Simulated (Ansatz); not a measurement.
```yaml
crystal:
  periodic: [false, false, false]
  atoms:
    - {symbol: Br, position_ang: [-1.860469, 1.049101, 0.348912]}
    - {symbol: C, position_ang: [-0.189907, 0.589741, -0.708610]}
    - {symbol: Al, position_ang: [0.570901, 0.806562, 1.063672]}
    - {symbol: Ge, position_ang: [0.269712, -1.276892, -0.060372]}
    - {symbol: H, position_ang: [-0.331600, 0.953257, -1.720648]}
    - {symbol: H, position_ang: [1.135895, 1.893388, 2.052268]}
    - {symbol: H, position_ang: [1.397911, -1.793555, -0.978273]}
    - {symbol: H, position_ang: [-0.900444, -2.278700, -0.052752]}
basis:
  gaussian: {orbitals: def2-mTZVP}
magnetization: {spin_polarized: true, initial_magnetization: 2}
hamiltonian: {xc: {name: HF}}
correlation: {active_space: {window: {electrons: 2, orbitals: 1}}}
accuracy: high
scf: {lower_state_search: full}
output: {forces: true}
```

```sh
$ ansatz run in.yaml --threads 4 --pin off --events-out ev --progress --plain --max-ram 10444MiB
```

Output, abridged:

```
Error: invalid value for `correlation.active_space`: it starts from restricted Hartree–Fock orbitals; set hamiltonian.xc: hf without magnetization.spin_polarized
```
